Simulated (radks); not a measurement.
Question: Eu30+, configuration [Ar] 3d10 4s2 4p3 (the NIST ground configuration). All-electron calculation, Dirac Kohn-Sham, LB94 model potential, spin-unpolarised, spherical densities, finite nucleus; open shells fill j = l - 1/2 first; Fermi nuclear charge, rms radius 5.1115 fm. Program: a radial shooting solver on a logarithmic mesh with Libxc functionals. Some entries of the table are withheld. Estimate them.

orbital,occ.,eigenvalue (eV),<1/r> (bohr^-1)
1s1/2,2,-49620.89,70.28
2s1/2,2,(1),16.77
2p1/2,2,(2),16.77
2p3/2,4,(3),14.87
3s1/2,2,-2818.972,(4)
3p1/2,2,-2646.864,6.090
3p3/2,4,-2510.092,5.613
3d3/2,4,-2214.534,(5)
3d5/2,6,-2184.194,(6)
4s1/2,2,(7),2.906
4p1/2,2,(8),2.846
4p3/2,1,(9),2.688

Answer: 
(1) 2s1/2 eigenvalue (eV): -9083.348
(2) 2p1/2 eigenvalue (eV): -8686.408
(3) 2p3/2 eigenvalue (eV): -8030.803
(4) 3s1/2 <1/r> (bohr^-1): 6.159
(5) 3d3/2 <1/r> (bohr^-1): 5.504
(6) 3d5/2 <1/r> (bohr^-1): 5.384
(7) 4s1/2 eigenvalue (eV): -1281.958
(8) 4p1/2 eigenvalue (eV): -1211.897
(9) 4p3/2 eigenvalue (eV): -1170.298
